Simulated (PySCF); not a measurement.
## TlSe: energy against distance

Set-up: PySCF, scalar-relativistic core potentials, basis sets Tl def2-SVP with ECP60, Se def2-SVP. Energies in eV from Tl + Se in their ground configurations at the same level. State: ²Π (doublet), unpaired electrons π ↑.

All columns are M06-2X. A positive dipole means Tl(−)Se(+).

```tsv
R (Å)	E (eV)	μ (D)	Mulliken charge on Tl (basis-dependent)	HOMO (eV)	LUMO (eV)	Mayer bond order	⟨S²⟩
2.356	-1.803	-1.44	0.26	-6.87	-3.49	1.16	0.75
2.466	-2.252	-2.20	0.31	-6.93	-3.22	1.10	0.75
2.576	-2.506	-2.94	0.35	-6.93	-2.96	1.05	0.75
2.658	-2.602	-3.48	0.38	-6.90	-2.79	1.02	0.75
2.740	-2.639	-4.01	0.40	-6.83	-2.63	0.99	0.75
2.822	-2.629	-4.52	0.42	-6.66	-2.48	0.97	0.75
2.932	-2.564	-5.18	0.44	-6.45	-2.32	0.94	0.76
3.069	-2.423	-5.96	0.46	-6.21	-2.15	0.91	0.76
3.233	-2.205	-6.85	0.48	-5.96	-2.02	0.88	0.76
3.452	-1.876	-7.93	0.49	-5.67	-1.97	0.84	0.76
```

A fit through these points gives, at Re = 2.761 Å, μ = -4.14 D and dμ/dR = -6.27 D/Å; the reduced mass is 57.5 u.

Task: How strong is the fundamental in the double-harmonic approximation, I = 42.26·(dμ/dR)²/μred km/mol?

Result: I = 42.26·(-6.27)²/57.5 = 28.9 km/mol at M06-2X.

Spin–orbit coupling is left out, which matters for elements this heavy, above all for dissociation energies. The state is the lowest determinant that a PBE0 search found; another state may lie lower at other levels.
